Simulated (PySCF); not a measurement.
# Dipole moment and polarisability of (BeO)4 cube

(BeO)4 cube, Be4O4.
Geometry (PBE0-D3(BJ)/def2-SVP, Å), atoms numbered from 1 in this order:
```
atom  x, y, z in Å
Be1   -0.1326   -0.9152    0.8657
O2     1.3571   -0.6269    0.2874
Be3    0.7897    0.8865    0.4407
O4    -0.5670    0.5924    1.2824
Be5   -1.1289    0.5215   -0.2393
O6    -0.9494   -1.0658   -0.5296
Be7    0.4718   -0.4930   -1.0666
O8     0.1593    1.1005   -1.0408
```

Level: PBE0/def2-SVPD (PySCF), static field, nuclei fixed, core orbitals frozen in the response. The polarisability tensor in these axes (au):

```
x   50.08  0.00  0.00
y    0.00 50.09 -0.01
z    0.00 -0.01 50.08
```

Problem. Diagonalise the tensor; give its mean and Δα, where Δα² is half the sum of the squared differences of the eigenvalues.

Solution. Principal values 50.08, 50.08 and 50.09 au; mean 50.08 au = 7.42 Å³ = 8.26 × 10⁻⁴⁰ C²·m²/J; Δα = 0.01 au (0 % of the mean). Point group Td makes the tensor isotropic, so any spread comes from the grid or from a geometry that is symmetric only within 0.08 Å.

Problem. What is the dipole moment?

Solution. 0.01 D; point group Td allows none, and the residue is numerical.

Problem. Refractivity n − 1 of an ideal gas of it at 298.15 K and 1 atm, from the electronic α?

Solution. N = p/kT = 2.4615 × 10¹⁹ cm⁻³, so n − 1 = 2π × N × 7.42 × 10⁻²⁴ cm³ = 1148 × 10⁻⁶ at long wavelengths.

Problem. Form Σ f/ω² (atomic units) for the 10 lowest TDDFT singlets, given as eV and f, and set it beside the mean polarisability, which is this sum over all singlets: 5.45, 0.0192; 5.45, 0.0192; 5.45, 0.0192; 5.66, 0.0000; 5.66, 0.0000; 5.66, 0.0000; 6.69, 0.0000; 6.69, 0.0000; 6.69, 0.0000; 6.70, 0.0000.

Solution. They add up to 1.43 au, 2.9 % of the 50.08 au; the largest single term is 0.48 au, from the state at 5.45 eV. Terms in order: 0.48, 0.48, 0.48, 0.00, 0.00, 0.00, 0.00, 0.00, 0.00, 0.00 au. Higher excitations give the rest. The strengths listed sum to 0.058.

Problem. Estimate the molar refractivity from the static electronic polarisability.

Solution. Lorentz–Lorenz: R = (4π/3)N_A α = 2.5225 cm³/(mol·Å³) × 7.42 Å³ = 18.7 cm³/mol, in the limit of long wavelengths.

Geometry: PBE0-D3(BJ)/def2-SVP, one conformer, isolated molecule.
